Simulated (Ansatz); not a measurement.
CH₄AlBrSe (`C[Se][AlH][Br]`). The species carries charge 0 and has multiplicity 1.

Z-matrix (Å, degrees):
```
C
Se 1 1.963
H 1 1.087 2 110.6
H 1 1.088 2 107.8 3 120.5
H 1 1.088 2 107.7 3 -120.5
Al 2 2.292 1 101.6 3 -0.7
Br 6 2.261 2 119.5 1 0.1
H 6 1.572 2 120.7 1 -180.0
```

(1) List the harmonic frequencies (cm⁻¹, unscaled) at PBE0-D4/def2-TZVP in Ansatz. (Estimate.)

(2) Is this a minimum?

(3) Give the ideal-gas thermochemistry at 298.15 K and 1 bar (rigid rotor, harmonic oscillator; point group Cs, symmetry number 1).

(4) Rotational constants (cm⁻¹)?

Results:

(1) Computed: 46, 88, 99, 178, 348, 434, 459, 603, 619, 927, 932, 1310, 1465, 1468, 1979, 3083, 3187, 3191.

(2) Yes, all 18 modes are real.

(3) Zero-point energy 122.1 kJ/mol; H(298) − E = 143.2 kJ/mol; entropy 374.3 J/(mol·K), of which translation 175.1, rotation 121.9, vibration 77.3; G(298) − E = 31.6 kJ/mol. Modes under 100 cm⁻¹ are hindered rotations or soft bends, so the harmonic entropy is rough.

(4) 0.1723, 0.02611, 0.02277.
